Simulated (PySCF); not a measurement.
# How the method changes the constants of LaO

State: doublet, about 0.2 electrons in the 4f shell (Mulliken). Set-up: La x2c-SVPall, O x2c-SVPall; spin-free X2C with a Gaussian nucleus (PySCF 2.14). De refers to La (5d1 6s2) + O in their high-spin ground configurations, without counterpoise correction. The functionals are run spin-unrestricted. A positive dipole means La(−)O(+). Levels whose curve was spin-contaminated or gave no clean fit are not listed.

```json
{"Level": "UHF", "Re (Å)": "1.838", "ωe (cm⁻¹)": "872", "De (eV)": "n/a", "μ (D)": "-3.87"}
{"Level": "UHF-CCSD", "Re (Å)": "1.860", "ωe (cm⁻¹)": "839", "De (eV)": "n/a", "μ (D)": "n/a"}
{"Level": "UHF-CCSD(T)", "Re (Å)": "1.875", "ωe (cm⁻¹)": "801", "De (eV)": "n/a", "μ (D)": "n/a"}
{"Level": "PBE", "Re (Å)": "1.849", "ωe (cm⁻¹)": "829", "De (eV)": "n/a", "μ (D)": "-3.26"}
{"Level": "r²SCAN", "Re (Å)": "1.845", "ωe (cm⁻¹)": "838", "De (eV)": "n/a", "μ (D)": "-3.32"}
{"Level": "r²SCANh", "Re (Å)": "1.840", "ωe (cm⁻¹)": "849", "De (eV)": "n/a", "μ (D)": "-3.38"}
{"Level": "PBE0", "Re (Å)": "1.833", "ωe (cm⁻¹)": "861", "De (eV)": "n/a", "μ (D)": "-3.35"}
{"Level": "MN15", "Re (Å)": "1.822", "ωe (cm⁻¹)": "879", "De (eV)": "7.87", "μ (D)": "-3.37"}
{"Level": "LC-ωPBE", "Re (Å)": "1.816", "ωe (cm⁻¹)": "897", "De (eV)": "n/a", "μ (D)": "-2.90"}
```

What does a quarter of exact exchange do here, going from PBE to PBE0?

PBE0 less PBE: -1.6 pm in Re, +3.9 % in ωe. Exact exchange removes part of the self-interaction that spreads semilocal densities, and in most molecules shortens and stiffens the bond and lowers De; so it does here.

What does the triples do here, going from UHF-CCSD to UHF-CCSD(T)?

UHF-CCSD(T) less UHF-CCSD: +1.5 pm in Re, -4.5 % in ωe. Correlation nearly always deepens the well. The bond lengthens, as in strong covalent bonds, where excitations into antibonding orbitals dominate.

What does all correlation do here, going from UHF to UHF-CCSD(T)?

UHF-CCSD(T) less UHF: +3.7 pm in Re, -8.1 % in ωe. Correlation nearly always deepens the well. The bond lengthens, as in strong covalent bonds, where excitations into antibonding orbitals dominate.

Correlated steps freeze 19 core orbitals. Spin–orbit coupling is left out, which matters for elements this heavy, above all for dissociation energies. The state is the lowest single determinant that the PBE0 search found; with open d or f shells the true ground state can be another one.

The whole job (state search and all levels along the bond) took about 7.2 min on 2 threads of Arm Neoverse V2 (shared host), peak memory 1.8 GiB.
